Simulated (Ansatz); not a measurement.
Mulliken charges of `OC(O)=[N][ZnH]` from PBE/def2-TZVPP in Ansatz (PBE0-D4/def2-TZVP geometry).

```tsv
atom	x (Å)	y (Å)	z (Å)	charge (e)
O1	0.465	2.010	0.306	-0.223
C2	0.446	0.688	0.076	0.248
O3	1.724	0.311	-0.122	-0.227
N4	-0.592	-0.007	0.060	-0.259
Zn5	-1.291	-1.646	-0.157	0.125
H6	-0.456	2.256	0.445	0.208
H7	1.710	-0.636	-0.287	0.199
H8	-2.005	-2.977	-0.320	-0.070
```

Question: By hand: the dipole of these point charges (1 e Å = 4.8032 D).

Answer: Σ q r = (-0.007, -0.001, 0.001) e Å, of length 0.007 e Å = 0.03 D.

Question: How does the dipole of the full density compare? (Best estimate.)

Answer: Computed: (-0.121, -0.204, -0.024) e Å, 1.15 D; the point charges give 0.03 times that, at 53° from its direction.

Point charges leave out the atoms' own dipoles, such as those of lone pairs, and Mulliken's split depends on the basis, so the two needn't agree.
